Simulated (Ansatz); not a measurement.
BiH2(vinyl) (C₂H₅Bi). The state is a singlet with charge 0. Geometry PBE-D4/def2-TZVP, basis def2-TZVP, Ansatz.

```xyz
8

Bi   -0.315    1.753   -0.226
H    -2.116    1.564   -0.296
H    -0.454    2.135    1.540
C     0.001   -0.447    0.171
C     0.903   -1.153   -0.513
H    -0.610   -0.919    0.945
H     1.530   -0.711   -1.294
H     1.061   -2.221   -0.327
```

```tsv
run	HOMO (eV)	LUMO (eV)
A	-9.64	2.30
B	-8.60	0.54
C	-6.96	-0.75
D	-6.35	-1.30
E	-9.52	1.51
F	-7.36	-0.36
```

In the def2 sets Bi takes a core potential; there is no spin–orbit coupling.

**Question.** The runs used CAM-B3LYP, HF, PBE, PBE0, r2SCANh, ωB97X-V. Estimate which is which.

**Answer.** A HF (100 % exact exchange); B CAM-B3LYP (range-separated); C r2SCANh (10 % exact exchange); D PBE (0 % exact exchange); E ωB97X-V (range-separated); F PBE0 (25 % exact exchange). Exact exchange lowers occupied and raises empty levels; among semilocal functionals meta-GGAs tend to open the gap a little, and such runs are hard to tell apart. The gap grows from 5.05 eV (PBE) to 11.94 eV (HF).
